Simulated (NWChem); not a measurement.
System: C$_{2}$H$_{2}$F$_{2}$OSi; SMILES [Si]1(F)(OC=C1)F

Output (shortened):

```
             Northwest Computational Chemistry Package (NWChem) 7.3.0
             --------------------------------------------------------

                             Geometry "geometry" -> ""
                             -------------------------

 Output coordinates in angstroms (scale by  1.889725989 to convert to a.u.)

  No.       Tag          Charge          X              Y              Z
 ---- ---------------- ---------- -------------- -------------- --------------
    1 F                    9.0000     0.02971800    -1.30611800    -1.27113500
    2 Si                  14.0000     0.09453500    -0.33548700     0.00000000
    3 F                    9.0000     0.02971800    -1.30611800     1.27113500
    4 C                    6.0000     1.07578200     1.18975200     0.00000000
    5 C                    6.0000    -0.14367100     1.77275300     0.00000000
    6 O                    8.0000    -1.15638900     0.83719000     0.00000000
    7 H                    1.0000     2.06298800     1.64149200     0.00000000
    8 H                    1.0000    -0.45381900     2.82389200     0.00000000

 Effective nuclear repulsion energy (a.u.)     309.6305911733

  pbe96 is a nonlocal functional; adding pw91lda local functional.

                                 NWChem DFT Module
                                 -----------------

 Summary of "ao basis" -> "ao basis" (spherical)
 ------------------------------------------------------------------------------
       Tag                 Description            Shells   Functions and Types
 ---------------- ------------------------------  ------  ---------------------
 F                           6-31g*                  6       14   3s2p1d
 Si                          6-31g*                  8       18   4s3p1d
 C                           6-31g*                  6       14   3s2p1d
 O                           6-31g*                  6       14   3s2p1d
 H                           6-31g*                  2        2   2s

 in cosmo_initialize ...
 calling solv_data for solv:propnol2

 solvent parameters
 solvname_short: propnol2
 solvname_long:  2-propanol
 dielec:       19.2640
 dielecinf:     1.8978
 nonaqueous SMD model solvent descriptors
 dielec:       19.2640
 sola:          0.3300
 solb:          0.5600
 solc:          0.0000
 solg:         30.1300
 solh:          0.0000
 soln:          1.3776

          ---------------
          -cosmo- solvent
          ---------------
 Cosmo: York-Karplus, doi: 10.1021/jp992097l
 dielectric constant -eps-     =  19.26
 screen = (eps-1)/(eps    )    =   0.94809
 surface charge correction     = lagrangian

   van der Waals surface
 --------------------------

 ---------- ATOMIC COORDINATES (A.U.) ------------ VDWR(ANG.) --
     1    0.05615888   -2.46820513   -2.40209684     1.730
     2    0.17864525   -0.63397850    0.00000000     2.470
     3    0.05615888   -2.46820513    2.40209684     1.730
     4    2.03293320    2.24830527    0.00000000     1.850
     5   -0.27149882    3.35001742    0.00000000     1.850
     6   -2.18525835    1.58205970    0.00000000     1.700
     7    3.89848204    3.10197009    0.00000000     1.200
     8   -0.85759356    5.33638210    0.00000000     1.200
 number of segments per atom =        128
 number of   points per atom =        128
 atom (   nspa,  nppa )
 ----------------------
    1 (     66,     0 )       0
    2 (     62,     0 )       0
    3 (     66,     0 )       0
    4 (     48,     0 )       0
    5 (     50,     0 )       0
    6 (     48,     0 )       0
    7 (     52,     0 )       0
    8 (     54,     0 )       0
 number of -cosmo- surface points =      446
 molecular surface =    115.849 angstrom**2
 molecular volume  =     98.790 angstrom**3
 -lineq- algorithm             =   0
 -bem- low  level              =   3
 -bem- from -octahedral-
 gaussian surface charge width =   4.50000
 degree of switching           =   1.00000
 switching function tolerance  =   0.00010
 atomic radii =
 --------------
    1  9.000  1.730
    2 14.000  2.470
    3  9.000  1.730
    4  6.000  1.850
    5  6.000  1.850
    6  8.000  1.700
    7  1.000  1.200
    8  1.000  1.200
 ...... end of -cosmo- initialization ......

[...]

                                COSMO-SMD solvation results
                                ---------------------------

             internal energy in gas <Psi(g)|H|Psi(g)> =      -641.390266593615
         internal energy in solvent <Psi(s)|H|Psi(s)> =      -641.389334199329
                               delta internal energy  =         0.000932394286 (    0.59 kcal/mol)
   total free energy in solvent <Psi(s)|H+V/2|Psi(s)> =      -641.396430003852
 polarization energy contribution <Psi(s)|V/2|Psi(s)> =        -0.007095804523 (   -4.45 kcal/mol)
    total free energy in solvent including G(SMD-CDS) =      -641.393767246177
                       G(SMD-CDS) energy contribution =         0.002662757675 (    1.67 kcal/mol)
     1 M fixed-concentration free energy of solvation =        -0.003500652562 (   -2.20 kcal/mol)

                       DFT Final Molecular Orbital Analysis
                       ------------------------------------

 Vector   25  Occ=2.000000D+00  E=-3.158899D-01
              MO Center= -5.0D-01,  1.0D+00, -6.9D-10, r^2= 2.4D+00
   Bfn.  Coefficient  Atom+Function         Bfn.  Coefficient  Atom+Function
  ----- ------------  ---------------      ----- ------------  ---------------
    77      0.391675  6 O  px                81      0.249001  6 O  px
    78     -0.230448  6 O  py                49      0.226926  4 C  px
    63     -0.224065  5 C  px                20      0.194649  2 Si s
    91      0.161390  8 H  s                 80     -0.158374  6 O  s
    22      0.157466  2 Si py                64      0.158110  5 C  py

 Vector   26  Occ=2.000000D+00  E=-3.000980D-01
              MO Center=  4.2D-01,  6.4D-01,  2.0D-09, r^2= 2.7D+00
   Bfn.  Coefficient  Atom+Function         Bfn.  Coefficient  Atom+Function
  ----- ------------  ---------------      ----- ------------  ---------------
    50      0.380398  4 C  py                77      0.273267  6 O  px
    21     -0.226849  2 Si px                81      0.196397  6 O  px
    54      0.188587  4 C  py                20     -0.181121  2 Si s
    52     -0.166280  4 C  s                 22     -0.147318  2 Si py
    90      0.134924  7 H  s                 24     -0.131508  2 Si s

 Vector   27  Occ=2.000000D+00  E=-2.162737D-01
              MO Center=  9.8D-02,  1.1D+00,  3.7D-10, r^2= 2.0D+00
   Bfn.  Coefficient  Atom+Function         Bfn.  Coefficient  Atom+Function
  ----- ------------  ---------------      ----- ------------  ---------------
    79     -0.416976  6 O  pz                51      0.398039  4 C  pz
    83     -0.337842  6 O  pz                55      0.327450  4 C  pz
    65      0.244728  5 C  pz                69      0.144862  5 C  pz
    31     -0.050532  2 Si d  1               3      0.048636  1 F  px
    35     -0.048636  3 F  px                 7      0.032238  1 F  px

 Vector   28  Occ=0.000000D+00  E=-4.747110D-02
              MO Center=  2.2D-01,  1.2D+00, -1.2D-09, r^2= 2.4D+00
   Bfn.  Coefficient  Atom+Function         Bfn.  Coefficient  Atom+Function
  ----- ------------  ---------------      ----- ------------  ---------------
    69      0.560474  5 C  pz                65      0.511477  5 C  pz
    55     -0.403638  4 C  pz                51     -0.297854  4 C  pz
    27     -0.276870  2 Si pz                23     -0.244588  2 Si pz
    83     -0.153665  6 O  pz                79     -0.145499  6 O  pz
     6     -0.132078  1 F  s                 38      0.132078  3 F  s

 Vector   29  Occ=0.000000D+00  E= 8.727447D-04
              MO Center=  4.6D-01, -5.5D-01,  8.7D-09, r^2= 3.5D+00
   Bfn.  Coefficient  Atom+Function         Bfn.  Coefficient  Atom+Function
  ----- ------------  ---------------      ----- ------------  ---------------
    24      1.155105  2 Si s                 52     -0.418787  4 C  s
     6     -0.383552  1 F  s                 38     -0.383552  3 F  s
    92     -0.319806  8 H  s                 50      0.242738  4 C  py
    22     -0.234463  2 Si py                54      0.235384  4 C  py
    26     -0.233501  2 Si py                20      0.227480  2 Si s

 Vector   30  Occ=0.000000D+00  E= 3.347780D-02
              MO Center= -3.7D-01, -2.4D-01,  1.3D-10, r^2= 3.6D+00
   Bfn.  Coefficient  Atom+Function         Bfn.  Coefficient  Atom+Function
  ----- ------------  ---------------      ----- ------------  ---------------
    25      0.751898  2 Si px                80      0.714497  6 O  s
    21      0.470538  2 Si px                24     -0.415098  2 Si s
    67      0.349779  5 C  px                52     -0.311985  4 C  s
    90     -0.223659  7 H  s                  3     -0.195878  1 F  px
    35     -0.195878  3 F  px                53      0.196163  4 C  px

     Multipole analysis of the density
     ---------------------------------

     L   x y z        total         alpha         beta         nuclear
     -   - - -        -----         -----         ----         -------
     0   0 0 0     -0.000000    -27.000000    -27.000000     54.000000

     1   1 0 0      0.589137      0.474908      0.474908     -0.360679
     1   0 1 0      0.925003     -0.228186     -0.228186      1.381375
     1   0 0 1      0.000000      0.000000      0.000000      0.000000

     2   2 0 0    -28.135090    -54.007146    -54.007146     79.879202
     2   1 1 0      0.783312      1.519148      1.519148     -2.254984
     2   1 0 1      0.000000      0.000000      0.000000      0.000000
     2   0 2 0    -25.130368   -148.100742   -148.100742    271.071116
     2   0 1 1     -0.000000     -0.000000     -0.000000      0.000000
     2   0 0 2    -30.739125    -67.300186    -67.300186    103.861247
```

Level: PBE/6-31G* (spherical d), SMD on the gas-phase geometry. Structure relaxed at the PBE0/def2-SVP level. Solvent: 2-propanol.

**Question.** Reconstruct the input file.

**Answer.** This is not unique; one that fits is the input that was run:
```
start job
memory heap 200 mb stack 900 mb global 1100 mb
geometry units angstroms noautosym nocenter noautoz
  F      0.029718    -1.306118    -1.271135
  Si     0.094535    -0.335487     0.000000
  F      0.029718    -1.306118     1.271135
  C      1.075782     1.189752     0.000000
  C     -0.143671     1.772753     0.000000
  O     -1.156389     0.837190     0.000000
  H      2.062988     1.641492     0.000000
  H     -0.453819     2.823892     0.000000
end
basis spherical
  F library 6-31g*
  Si library 6-31g*
  C library 6-31g*
  O library 6-31g*
  H library 6-31g*
end
dft
  xc xpbe96 cpbe96
  iterations 150
end
cosmo
  do_cosmo_smd true
  solvent propnol2
end
task dft energy
```
